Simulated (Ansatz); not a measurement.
## Energy profile

The step: SiH₄O ([OH][SiH3]) + HBr → SiH₃Br ([SiH3][Br]) + H₂O; bonds formed: Si1–Br7, O2–H6; bonds broken: Si1–O2, H6–Br7 (atoms numbered as in the saddle structure below).

Si1  (-0.269, -0.150, -0.699)
O2  (0.424, -0.328, 1.092)
H3  (-1.002, -1.413, -0.315)
H4  (0.766, -0.604, -1.645)
H5  (-1.397, 0.635, -1.255)
H6  (0.752, 0.561, 1.360)
Br7  (0.876, 2.049, -0.283)
H8  (-0.149, -0.751, 1.745)
(Å)

Electronic energies by CCSD(T) at an estimated basis limit (MP2 extrapolated from triple and quadruple zeta, plus CCSD(T) − MP2 in triple zeta), on PBE0-D4/def2-TZVP structures; SiH$_{5}$BrO, closed shell; no counterpoise correction. Program: Ansatz 0.2.0. Basis: def2-TZVPP and def2-QZVPP. Cores are frozen in the correlated methods. Filled d shells of the heavier atoms are correlated. The def2 sets are not built for correlating such inner shells, so the correlated values are less sure here. Extrapolation: Hartree–Fock as exp(−7.88 √X), correlation as X^−2.97.

Problem. Give the profile in kcal/mol, counted from the separated reactants. (To be estimated.)

Solution. The calculation gives:
```json
{"point": "separated: SiH$_{4}$O (linked as [OH][SiH3]; Si1, O2, H3, H4, H5, H8; singlet) + HBr (H6, Br7; singlet)", "kcal/mol": "0.00"}
{"point": "start structure", "kcal/mol": "-4.30"}
{"point": "saddle", "kcal/mol": "15.64"}
{"point": "end structure", "kcal/mol": "-5.43"}
{"point": "separated: SiH$_{3}$Br (linked as [SiH3][Br]; Si1, H3, H4, H5, Br7; singlet) + H$_{2}$O (O2, H6, H8; singlet)", "kcal/mol": "-2.45"}
```

T1 diagnostic: at most 0.011.

For scale, one of the runs: CCSD(T)/def2-TZVPP, 191 basis functions, launched by `ansatz run in.yaml --threads 4 --pin off --events-out ev --progress --plain --max-ram 9574MiB`. The run took 61 s on 4 CPU threads of an Arm Neoverse V1 (shared host), with 2.1 GiB of host memory at its peak.
